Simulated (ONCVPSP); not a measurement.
Transferability test, ONCV potential for Be (Z = 4)

ONCVPSP 4.0.1 input, shortened (lines: element, Z, core and valence counts, functional; n l f; lmax; l rc ep ncon nbas qcut; lloc lpopt rc5 dvloc0; l nproj debl; icmod fcfact rcfact), PBEsol, scalar-relativistic:

```
  Be 4.00    1    1  -116133      upf
    1    0    2.00
    2    0    2.00
    2
    0    1.40    0.00    4    9    4.50
    1    1.10    0.20    3    6    6.10
    2    1.50    0.15    4    7    6.50
    4    1    0.75    3.00
    0    1    0.80
    1    2    1.00
    2    2    2.10
    3    1.75    1.25
```

Energies are relative to the spin-unpolarised reference configuration 2s2; without spin polarisation the order of configurations can differ from experiment.

```csv
valence configuration,charge,ΔE all-electron (eV),error AE − PS (meV)
2s1,+1,9.458,+6.1
2s1.5,+0.5,3.721,+1.1
2s1 2p1,0,3.594,+0.3
```

Question: What are ΔE and the potential's error for 2s0 2p1?

Answer: ΔE = 13.364 eV all-electron; the error (AE − PS) is -7.4 meV.

Levels in the configuration 2s1 2p1:

```tsv
level	all-electron (eV)	pseudo (eV)
2s	-6.105	-6.107
2p	-2.496	-2.498
```
